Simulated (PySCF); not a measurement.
Compound: CH11O2PSi3.
SMILES with atom numbers: `[CH3:1][Si@@H:2]([PH2:3])[Si@@H:4]([OH:5])[O:6][SiH3:7]` (hydrogens: H8, H9, H10 on C1; H11 on Si2; H12, H13 on P3; H14 on Si4; H15 on O5; H16, H17, H18 on Si7)

Cartesian coordinates in Å at the GFN2-xTB level; atoms count from 1:
```xyz
18
CH11O2PSi3 angstrom
C     -2.2659   -1.4379   -0.3687
Si    -1.1334    0.0310   -0.8263
P     -2.5419    1.7782   -1.0843
Si     0.5798    0.3790    0.6837
O      0.3352   -0.7461    1.8279
O      2.0281    0.1056   -0.0052
Si     3.1817   -0.0035   -1.1325
H     -2.7039   -1.2963    0.6162
H     -1.7148   -2.3731   -0.3500
H     -3.0807   -1.5400   -1.0809
H     -0.6492   -0.2099   -2.2071
H     -2.7357    1.9839    0.2714
H     -1.5462    2.7387   -1.1357
H      0.7602    1.6948    1.3081
H      1.0131   -0.9918    2.4537
H      2.5502    0.0738   -2.4488
H      4.0909    1.1164   -0.8961
H      3.8237   -1.2965   -0.9018
```

Method: TDDFT CAM-B3LYP/def2-SVPD, vertical, gas phase, core orbitals frozen in the response (PySCF 2.14.0, density-fitted response routines). GFN2-xTB frequencies show an imaginary mode (29i cm⁻¹), so this geometry is no minimum at that level.

Frontier orbitals with the atoms that hold most of them (Löwdin shares over 4%, at most four atoms; ? is withheld):

```json
{"orbital": "LUMO+2", "ε (eV)": "1.03", "atoms": "Si2 17%, Si7 16%, Si4 15%, P3 13%"}
{"orbital": "LUMO+1", "ε (eV)": "0.67", "atoms": "Si2 20%, Si4 16%, Si7 12%, O6 8%"}
{"orbital": "LUMO", "ε (eV)": "?", "atoms": "Si4 21%, O5 15%, Si2 14%, O6 9%"}
{"orbital": "HOMO", "ε (eV)": "-8.27", "atoms": "?"}
{"orbital": "HOMO-1", "ε (eV)": "-9.51", "atoms": "?"}
{"orbital": "HOMO-2", "ε (eV)": "-10.14", "atoms": "P3 32%, Si2 14%, C1 10%, O6 9%"}
{"orbital": "HOMO-3", "ε (eV)": "-10.35", "atoms": "O6 30%, Si7 17%, H18 14%, P3 10%"}
```

(1) Which atoms hold the HOMO, and with what shares?

(2) Give the leading atoms of the HOMO-1.

(3) What is the LUMO energy, and the HOMO–LUMO gap?

Results:

(1) P3 (bonded to Si and 2 H) 50%; Si2 (bonded to C, P, Si and H) 17%; Si4 (bonded to 2 O, Si and H) 9%; O6 (bonded to 2 Si) 5%. By element: phosphorus 50%, silicon 26% or more, oxygen 5% or more.

(2) Si2 (bonded to C, P, Si and H) 20%; Si4 (bonded to 2 O, Si and H) 15%; P3 (bonded to Si and 2 H) 14%; H14 (bonded to Si) 10%. By element: silicon 34% or more, phosphorus 14%, hydrogen 10% or more.

(3) ε(LUMO) = 0.48 eV; the gap is 8.76 eV (0.3219 hartree).

**Question.** How does S1 compare with the orbital gap of 8.76 eV?

**Answer.** S1 is at 5.93 eV (f = 0.0073), 2.83 eV below the gap, made of HOMO→LUMO+1 (58%), HOMO→LUMO (28%). Its leading pair isn't HOMO and LUMO; the energies of that pair differ by 8.94 eV. Without the coupling terms of the response equations the lowest excitation would equal the gap.

Next come S2 at 6.06 eV (f 0.113), HOMO→LUMO (41%), HOMO→LUMO+1 (27%), HOMO→LUMO+2 (20%); S3 at 6.53 eV (f 0.0092), HOMO→LUMO+2 (33%), HOMO→LUMO+4 (26%), HOMO→LUMO+5 (15%); S4 at 6.62 eV (f 0.026), HOMO→LUMO+2 (25%), HOMO→LUMO+6 (23%), HOMO-1→LUMO (10%); S5 at 7.02 eV (f 0.107), HOMO-1→LUMO (38%), HOMO-1→LUMO+1 (33%).

Löwdin shares depend on the basis, the more so with diffuse functions.

One conformer stands for the species.
